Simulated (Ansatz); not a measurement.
`C[S][Ga]([F])[F]` + H₂S → `[F][Ga]([F])[SH]` + CH₃SH at 600 K and 1 bar (ligand exchange at a Ga–S bond).

Program: Ansatz. Geometries: PBE0-D4/def2-TZVP. ΔE: electronic, gas phase. CCSD(T)/CBS adds triple-zeta CCSD(T) − MP2 to the extrapolated MP2 energy (def2 sets, frozen cores). This one scheme is used for every species. For Ga outer-core shells are correlated without core-valence functions, which leaves a few kJ/mol of doubt a bond. Scalar relativity is left out up to krypton. Each species was taken in one conformer, which may not be the lowest.

```csv
species,CCSD(T)/CBS energy (Eh),H − E (kJ/mol),S (J/(mol·K))
`C[S][Ga]([F])[F]`,-2561.27813,172.1,463.5
H₂S,-398.97279,60.8,230.9
`[F][Ga]([F])[SH]`,-2522.02273,80.4,389.6
CH₃SH,-438.22835,152.3,296.8
```

H − E and S are ideal-gas, rigid-rotor, harmonic terms from PBE0-D4/def2-TZVP, for one conformer and one mirror image of each species. 1 Eh = 2625.50 kJ/mol, R = 8.31446 J/(mol·K).

Task: By hand: ΔE, ΔH, ΔS and ΔG.

Result: ΔE = (-2522.02273) + (-438.22835) − (-2561.27813) − (-398.97279) = -0.00016 Eh = -0.4 kJ/mol. Δ(H − E) = 80.4 + 152.3 − 172.1 − 60.8 = -0.2, so ΔH = -0.6 kJ/mol. ΔS = 389.6 + 296.8 − 463.5 − 230.9 = -8.0 J/(mol·K). ΔG = -0.6 − 600 × (-8.0)/1000 = 4.2 kJ/mol.

Task: By hand: the equilibrium constant, and the temperature at which ΔG would vanish if ΔH and ΔS stayed fixed.

Result: log₁₀ K = −ΔG/(RT ln 10) = -0.4. ΔG = 0 at ΔH/ΔS = 75 K, though so small a ΔH makes that figure unsure.

TΔS isn't small against ΔH here. The sign of ΔG lies within the doubt. A doubt of 5 kJ/mol in ΔE shifts log₁₀ K by 0.4 here. Other conformers and mirror images would add mixing entropy, several J/(mol·K) or more a flexible species. Modes under 60 cm⁻¹, often nearly free rotors, make the harmonic entropy too high. These are equilibria of isolated gas molecules and say nothing of rates. Largest T1 diagnostic: 0.014 (customary marks: 0.02 for closed shells, 0.045 for open ones).
